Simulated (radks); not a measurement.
Computed order of ionisation of silicon. At each step one electron was removed from each of the four highest sub-shells of the ion before, moves of one valence electron (up to charge 6) and the configuration listed by NIST were tried, and the lowest configuration was kept. Level of theory: scalar-relativistic Kohn-Sham, PBE, spin-polarised, spherical densities, finite nucleus; Fermi nuclear charge, rms radius of each element as measured or else 0.836 A^(1/3) + 0.57 fm (a radial shooting solver on a logarithmic mesh with Libxc functionals). Open shells are filled with parallel spins first.

| species | lowest configuration found | NIST configuration | margin to the next tried (eV) | IE (eV) | NIST IE (eV) | kind |
|---|---|---|---|---|---|---|
| Si | [Ne] 3s2 3p2 | same | 4.195 | 8.264 | 8.152 | exp. |
| Si+ | [Ne] 3s2 3p1 | same | 5.181 | 16.266 | 16.346 | exp. |
| Si2+ | [Ne] 3s2 | same | 6.566 | 33.451 | 33.493 | exp. |
| Si3+ | [Ne] 3s1 | same | 8.758 | 45.673 | 45.142 | exp. |
| Si4+ | [Ne] | same | 103.72 | 167.14 | 166.77 | exp. |
| Si5+ | [He] 2s2 2p5 | same | 42.696 | 205.77 | 205.28 | semi-emp. |
| Si6+ | [He] 2s2 2p4 | same | 41.140 | 246.03 | 246.57 | semi-emp. |
| Si7+ | [He] 2s2 2p3 | same | 39.104 | 304.61 | 303.59 | semi-emp. |
| Si8+ | [He] 2s2 2p2 | same | 18.295 | 352.36 | 351.3 | semi-emp. |
| Si9+ | [He] 2s2 2p1 | same | 18.619 | 401.32 | 401.38 | semi-emp. |
| Si10+ | [He] 2s2 | same | 20.031 | 473.91 | 476.27 | semi-emp. |
| Si11+ | [He] 2s1 | same | 1822.3 | 524.65 | 523.42 | theory |
| Si12+ | [He] | same | 1837.3 | 2436.8 | 2437.7 | theory |

Reference values: NIST Atomic Spectra Database (exp. = measured, semi-emp. = semi-empirical, theory = theoretical value adopted there). Open shells are spherical and high-spin; term and fine-structure splittings are not resolved.
